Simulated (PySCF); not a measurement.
Level of theory: PBE-D3(BJ)/def2-TZVP run with PySCF. Isolated molecules, 0 K electronic values unless said otherwise. One relaxed conformer stands for a flexible species; it need not be the lowest. Delta-SCF ions had no search for a lower state. Excitations are Tamm–Dancoff values on a coarser integration grid. The basis has no diffuse functions, so Rydberg states are missing or too high.

Reference species (SMILES): `C/[SiH]=[SiH]/N` (neutral, multiplicity 1).

The LUMO is -2.25 eV, the vertical ionisation energy (Delta-SCF) is 7.12 eV and the T1 excitation (TDA) comes out as 1.56 eV. The HOMO–LUMO gap comes out as 2.26 eV.

Changed species: `[SiH](/C)=[SiH]/N`.

Task: Predict the effect on the LUMO, vertical ionisation energy (Delta-SCF), T1 excitation (TDA) and HOMO–LUMO gap.

Result: the LUMO rises by 0.03 eV, to -2.22 eV; the vertical ionisation energy (Delta-SCF) hardly moves; the T1 excitation (TDA) goes up by 0.05 eV, to 1.61 eV; the HOMO–LUMO gap rises by 0.05 eV, to 2.31 eV.
